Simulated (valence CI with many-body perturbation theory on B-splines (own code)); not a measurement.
The numbers below are computed, except where a source is named.
## Ladder of approximations for Cd42+

Method: valence CI with perturbative core correlation (CI+MBPT): four valence electrons over a frozen Dirac-Fock core [He], radial functions for each j: 11 s, 11 p, 9 d, 7 f, 5 g, 2 h, 1 i, with the one-electron correlation potential Σ1, the two-electron term Σ2, the three-electron term Σ3, Breit, model QED; selected CI, second order for the rest (own B-spline code, finite nucleus).

The last digits are not significant, and no measured levels were compared; by estimate large intervals hold to a few tenths of a per cent, small ones and those within an open d or f shell to about a per cent. Among the levels kept, up to 260 cm⁻¹ of a level comes from second order outside the variational space, and about a tenth of that is noise between levels of different J, which matters for small intervals.

Each rung adds one term. CI alone is the Dirac-Coulomb CI over the frozen core; QED comes last and gives the full result, which names the levels. Energies are above (2s^2 2p1/2^2) J=0 on the same rung, in Ry.

Levels are named by their leading jj configuration (3d3/2^4 stands for four electrons in 3d with j = 3/2), which in mixed levels can hold well under half, so a name can repeat and another be missing. Letters in brackets count levels of one name in rising energy.

| Level | CI alone | Σ1 | Σ2 | Σ3 | Breit | QED | Full |
| --- | --- | --- | --- | --- | --- | --- | --- |
| (2s^2 2p1/2 2p3/2) J=1 | 14.47 | +0.005 | -0.004 | +0.001 | -0.287 | +0.031 | 14.21 |
| (2s^2 2p1/2 2p3/2) J=2 | 15.66 | +0.005 | -0.002 | -0.001 | -0.443 | +0.032 | 15.25 |
| (2s 2p1/2^2 2p3/2) J=2 | 26.05 | -0.012 | -0.011 | -0.001 | -0.109 | -0.257 | 25.66 |
| (2s 2p1/2^2 2p3/2) J=1 | 29.98 | -0.012 | -0.020 | -0.006 | -0.042 | -0.259 | 29.64 |
| (2s^2 2p3/2^2) J=2 | 30.82 | +0.011 | -0.002 | -0.001 | -0.650 | +0.058 | 30.23 |
| (2s^2 2p3/2^2) J=0 | 33.20 | +0.011 | +0.005 | -0.004 | -0.488 | +0.055 | 32.77 |
| (2s 2p1/2 2p3/2^2) J=2 [a] | 39.71 | -0.006 | -0.011 | -0.001 | -0.324 | -0.229 | 39.14 |
| (2s 2p1/2 2p3/2^2) J=3 | 42.17 | -0.006 | -0.012 | -0.003 | -0.560 | -0.229 | 41.36 |
| (2s 2p1/2 2p3/2^2) J=0 | 44.12 | -0.006 | -0.007 | -0.004 | -0.220 | -0.229 | 43.66 |
| (2s 2p1/2 2p3/2^2) J=1 [a] | 45.13 | -0.006 | -0.023 | -0.007 | -0.313 | -0.230 | 44.55 |
| (2s 2p1/2 2p3/2^2) J=2 [b] | 46.02 | -0.006 | -0.023 | -0.008 | -0.465 | -0.230 | 45.29 |
| (2s 2p1/2 2p3/2^2) J=1 [b] | 46.17 | -0.006 | -0.021 | -0.008 | -0.296 | -0.231 | 45.61 |
| (2p1/2^2 2p3/2^2) J=2 | 58.55 | -0.023 | -0.040 | -0.010 | -0.104 | -0.515 | 57.85 |
| (2s 2p3/2^3) J=2 | 58.91 | -0.001 | -0.013 | -0.005 | -0.618 | -0.200 | 58.08 |
| (2p1/2^2 2p3/2^2) J=0 | 61.17 | -0.023 | -0.037 | -0.011 | +0.062 | -0.513 | 60.65 |
| (2s 2p3/2^3) J=1 | 62.51 | -0.001 | -0.025 | -0.009 | -0.586 | -0.201 | 61.69 |
| (2p1/2 2p3/2^3) J=1 | 73.50 | -0.018 | -0.039 | -0.010 | -0.289 | -0.490 | 72.66 |
| (2p1/2 2p3/2^3) J=2 | 74.76 | -0.018 | -0.036 | -0.010 | -0.437 | -0.490 | 73.77 |
| (2p3/2^4) J=0 | 91.06 | -0.012 | -0.033 | -0.010 | -0.534 | -0.459 | 90.02 |
| (2s^2 2p1/2 3s) J=0 | 284.24 | +0.026 | -0.001 | -0.006 | -0.558 | +0.093 | 283.79 |
| (2s^2 2p1/2 3s) J=1 | 284.44 | +0.026 | -0.003 | -0.006 | -0.579 | +0.094 | 283.97 |
| (2s^2 2p1/2 3p1/2) J=1 | 287.82 | +0.022 | -0.003 | -0.006 | -0.497 | +0.011 | 287.35 |
| (2s^2 2p1/2 3p1/2) J=0 | 289.61 | +0.022 | -0.005 | -0.006 | -0.455 | +0.009 | 289.17 |
| (2s^2 2p1/2 3p3/2) J=1 | 292.65 | +0.021 | -0.004 | -0.007 | -0.512 | -0.012 | 292.14 |
| (2s^2 2p1/2 3p3/2) J=2 | 293.14 | +0.024 | -0.005 | -0.006 | -0.594 | +0.019 | 292.58 |
| (2s 2p1/2^2 3s) J=1 | 294.96 | +0.011 | -0.009 | -0.007 | -0.307 | -0.165 | 294.49 |
| (2s^2 2p1/2 3d3/2) J=2 | 296.14 | +0.027 | -0.003 | -0.006 | -0.606 | +0.013 | 295.57 |
| (2s 2p1/2^2 3s) J=0 | 296.11 | +0.009 | -0.006 | -0.007 | -0.240 | -0.197 | 295.67 |
| (2s^2 2p1/2 3d3/2) J=1 | 297.27 | +0.024 | -0.005 | -0.006 | -0.598 | -0.016 | 296.67 |
| (2s^2 2p1/2 3d5/2) J=2 | 298.05 | +0.027 | -0.004 | -0.006 | -0.649 | +0.017 | 297.44 |
| (2s^2 2p1/2 3d5/2) J=3 | 298.27 | +0.027 | -0.003 | -0.006 | -0.659 | +0.016 | 297.65 |

The middle columns are the shifts that each term adds.

(1) How does the ionisation energy move along the ladder, and which term matters most?

Results:

(1) CI alone 6890.0, + Σ1 6890.4, + Σ2 6890.3, + Σ3 6890.3, + Breit 6881.3, + QED 6881.5 eV. The largest step is Breit, -9.0 eV. NIST lists 6869 ± 8 eV (semi-empirical).
